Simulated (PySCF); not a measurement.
Computed shifts of a molecule CH₇ClO₂Si₂, PBE0/pcSseg-1 (PySCF), GIAO, gas phase, atoms alike by connectivity averaged where their shifts nearly agree, in ppm (number of nuclei): ¹³C: 55.8 (1). ²⁹Si: -13.7 (1), -15.6 (1). ¹H: 5.84 (1), 5.65 (1), 5.36 (1), 5.25 (1), 4.06 (1), 3.76 (1), 1.42 (1). References: ¹⁷O against H2O (σ = 334.2 ppm); ¹³C against TMS (σ = 186.3 ppm); ²⁹Si against TMS (σ = 352.7 ppm); ³⁵Cl against HCl (σ = 945.9 ppm); ¹H against TMS (σ = 31.56 ppm), references at their B3LYP-D3(BJ)/def2-TZVP geometries, non-relativistic (without spin–orbit terms, shifts of atoms bonded to Cl or Br come out too high). Geometry optimised at B3LYP-D3(BJ)/def2-SVP. Other conformers were not sampled.

Task: Which molecule gave these data?
A. C[Si](O)(O)[SiH2]Cl
B. OC[SiH2]O[SiH2]Cl
C. OC[Si@H](Cl)[SiH2]O
D. O[SiH2]OC[SiH2]Cl

Result: B, OC[SiH2]O[SiH2]Cl
